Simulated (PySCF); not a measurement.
C6H5Br, SMILES Brc1ccccc1, GFN2-xTB optimised geometry.

```
12

Br    -1.60    -2.50     0.00
C     -0.67    -0.84     0.00
C     -1.39     0.34     0.00
C     -0.71     1.54     0.00
C      0.68     1.56     0.00
C      1.39     0.37     0.00
C      0.72    -0.84     0.00
H     -2.47     0.32     0.00
H     -1.26     2.47     0.00
H      1.21     2.50     0.00
H      2.47     0.38     0.00
H      1.26    -1.77     0.00
```

Density from PySCF with B3LYP/def2-TZVP at that geometry.

Minimum of the electron density along straight lines between bonded atoms, close to the bond critical point (lines longer than 1.1 times the sum of covalent radii, or with two minima, are not listed):

```json
[
 {"bond": "Br1–C2", "length / Å": "1.908", "ρ at the minimum / e bohr⁻³": "0.163", "∇²ρ there / e bohr⁻⁵": "-0.19", "position (fraction from the first atom)": "0.55"},
 {"bond": "C2–C3", "length / Å": "1.384", "ρ at the minimum / e bohr⁻³": "0.325", "∇²ρ there / e bohr⁻⁵": "-0.97", "position (fraction from the first atom)": "0.52"},
 {"bond": "C3–C4", "length / Å": "1.384", "ρ at the minimum / e bohr⁻³": "0.323", "∇²ρ there / e bohr⁻⁵": "-0.97", "position (fraction from the first atom)": "0.50"},
 {"bond": "C4–C5", "length / Å": "1.385", "ρ at the minimum / e bohr⁻³": "0.324", "∇²ρ there / e bohr⁻⁵": "-0.98", "position (fraction from the first atom)": "0.50"},
 {"bond": "C5–C6", "length / Å": "1.385", "ρ at the minimum / e bohr⁻³": "0.324", "∇²ρ there / e bohr⁻⁵": "-0.98", "position (fraction from the first atom)": "0.50"},
 {"bond": "C2–C7", "length / Å": "1.384", "ρ at the minimum / e bohr⁻³": "0.325", "∇²ρ there / e bohr⁻⁵": "-0.97", "position (fraction from the first atom)": "0.52"},
 {"bond": "C6–C7", "length / Å": "1.384", "ρ at the minimum / e bohr⁻³": "0.323", "∇²ρ there / e bohr⁻⁵": "-0.97", "position (fraction from the first atom)": "0.50"},
 {"bond": "C3–H8", "length / Å": "1.079", "ρ at the minimum / e bohr⁻³": "0.290", "∇²ρ there / e bohr⁻⁵": "-1.05", "position (fraction from the first atom)": "0.65"},
 {"bond": "C4–H9", "length / Å": "1.080", "ρ at the minimum / e bohr⁻³": "0.290", "∇²ρ there / e bohr⁻⁵": "-1.04", "position (fraction from the first atom)": "0.65"},
 {"bond": "C5–H10", "length / Å": "1.079", "ρ at the minimum / e bohr⁻³": "0.290", "∇²ρ there / e bohr⁻⁵": "-1.04", "position (fraction from the first atom)": "0.64"},
 {"bond": "C6–H11", "length / Å": "1.080", "ρ at the minimum / e bohr⁻³": "0.290", "∇²ρ there / e bohr⁻⁵": "-1.04", "position (fraction from the first atom)": "0.65"},
 {"bond": "C7–H12", "length / Å": "1.079", "ρ at the minimum / e bohr⁻³": "0.290", "∇²ρ there / e bohr⁻⁵": "-1.05", "position (fraction from the first atom)": "0.65"}
]
```
